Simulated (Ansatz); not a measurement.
This geometry of Cl2FGeH + FH (7 atoms, charge 0, multiplicity 1) is a first-order saddle point.

These are results of RKS B3LYP/def2-SVP (Ansatz 0.2.0), not measurements.

```xyz
7
Properties=species:S:1:pos:R:3
Ge 0.064 0.253 -0.070
Cl 0.729 -0.315 2.288
H 1.439 -0.142 -0.591
Cl -0.900 1.493 -1.558
F -1.153 -0.968 0.083
F 0.231 1.891 1.071
H 0.511 1.246 1.914
```

(1) Which two structures does it join? (They come from a converged band through this point; their orientation in space is the band's.)

(2) How far does it lie above each of them?

## Answers

(1) Bonds broken: Ge1–Cl2, F6–H7. Bonds formed: Ge1–F6, Cl2–H7. Cl2FGeH + FH becomes ClF2GeH + ClH.

Image 0:

```xyz
7
Properties=species:S:1:pos:R:3
Ge -0.144 -0.109 -0.051
Cl -0.321 -0.127 2.120
H 1.299 -0.011 -0.523
Cl -1.468 1.364 -0.861
F -0.776 -1.649 -0.537
F 1.361 2.184 1.115
H 0.971 1.807 1.874
```

Image 8:

```xyz
7
Properties=species:S:1:pos:R:3
Ge -0.157 0.434 -0.418
Cl 1.493 -0.030 2.885
H 1.250 -0.130 -0.546
Cl -0.903 1.344 -2.199
F -1.286 -0.765 0.089
F -0.222 1.646 0.831
H 0.747 0.957 2.495
```

(2) 1.04 eV above the first and 1.07 eV above the second. This is the barrier of this one path; another mechanism may lie lower. The orbitals stay closed-shell, which can raise the energy where a bond breaks towards radicals; this wasn't checked here.

Time of the run: 9.7 min on 2 threads of Arm Neoverse V1, on a shared host, peak memory 0.26 GiB.
